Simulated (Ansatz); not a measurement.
Reaction (formal hydrolysis of the Si–S bond): `BS[Si](N)(O)F` + H₂O → `N[Si](O)(O)F` + `BS`

Calculated with Ansatz (gas phase, PBE0-D4/def2-TZVP geometries, no zero-point term in ΔE). CCSD(T)/CBS is the MP2 limit (def2-TZVPP, def2-QZVPP) plus CCSD(T) − MP2 in def2-TZVPP, frozen cores. This one scheme is used for every species. DFT in def2-TZVPP. Each species was taken in one conformer, which may not be the lowest.

```
        level  ΔE (kcal/mol)
      BLYP-D4          -14.3
       B2PLYP          -17.4
CCSD/def2-SVP          -17.7
MP2/CBS(def2)          -13.8
```

**Question.** What does CCSD(T)/CBS give? (An estimate is asked.)

**Answer.** Computed: -15.0 kcal/mol. The listed levels differ from it by 0.7, -2.4, -2.7, 1.2 kcal/mol.

**Question.** What do rigid-rotor, harmonic-oscillator terms from PBE0-D4/def2-TZVP frequencies (298.15 K, 1 bar) make of the CCSD(T)/CBS value? (Estimate.)

**Answer.** Computed: ΔZPE = +0.1 kcal/mol, ΔH = -16.0 kcal/mol, ΔS = -1 J/(mol·K), ΔG = -15.9 kcal/mol. Modes under 50 cm⁻¹ make the entropy rough.

Largest T1 diagnostic among the species: 0.015.

From BLYP to BHLYP (50 % exact exchange), in def2-TZVPP and without D4, ΔE moves by −2.0 kcal/mol. In def2-TZVPP, CCSD(T) changes the Hartree–Fock value by +5.4 kcal/mol (the triples alone add +1.2 kcal/mol) and MP2 by +6.5 kcal/mol. At CCSD(T), def2-SVP lies −1.9 kcal/mol from the extrapolated value and def2-TZVPP −1.4 kcal/mol.
